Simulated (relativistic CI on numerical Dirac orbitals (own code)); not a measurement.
## As XXXIII: sensitivity of the levels to the model

Base calculation: Dirac-Coulomb-Breit CI, orbitals from a KLI potential per configuration, model QED (radiative potential, 1s self-energy scaled to tabulated hydrogen-like ionisation energies).

CI space: 1s, 2s, 2p, 3s, 3p, 3d, 4s, 4p, 4d, 4f, 5s, 5p, 5d, 5f, 5g, 6s, 6p, 6d. Levels of other configurations are missing.

Variants: (1) QED terms removed; (2) non-relativistic limit. Shifts of the energy above 1s 2S_1/2, in eV, for the lowest level and the first level of each name with at least 55 % of one term (blank where a level changes its place among those of its configuration and J or its character, or is not in the variant):

```csv
Level,Base,Δ(1),Δ(2)
1s 2S_1/2,0.0,0.0,0.0
2p 2P°_1/2,11255.6,+8.6,-143.3
2s 2S_1/2,11256.9,+7.4,-144.6
2p 2P°_3/2,11311.4,+8.5,-199.2
3p 2P°_1/2,13358.1,+8.6,-188.0
3s 2S_1/2,13358.5,+8.3,-188.4
3d 2D_3/2,13374.6,+8.6,-204.5
3p 2P°_3/2,13374.7,+8.6,-204.6
3d 2D_5/2,13380.0,+8.6,-209.9
4p 2P°_1/2,14091.7,+8.6,-201.4
4s 2S_1/2,14091.9,+8.5,-201.5
4d 2D_3/2,14098.7,+8.6,-208.3
4p 2P°_3/2,14098.7,+8.6,-208.4
4f 2F°_5/2,14100.9,+8.6,-210.6
4d 2D_5/2,14100.9,+8.6,-210.6
4f 2F°_7/2,14102.1,+8.6,-211.7
5p 2P°_1/2,14430.3,+8.6,-206.6
5s 2S_1/2,14430.4,+8.6,-206.7
5d 2D_3/2,14433.8,+8.6,-210.1
5p 2P°_3/2,14433.9,+8.6,-210.2
5f 2F°_5/2,14435.0,+8.6,-211.3
5d 2D_5/2,14435.0,+8.6,-211.3
```
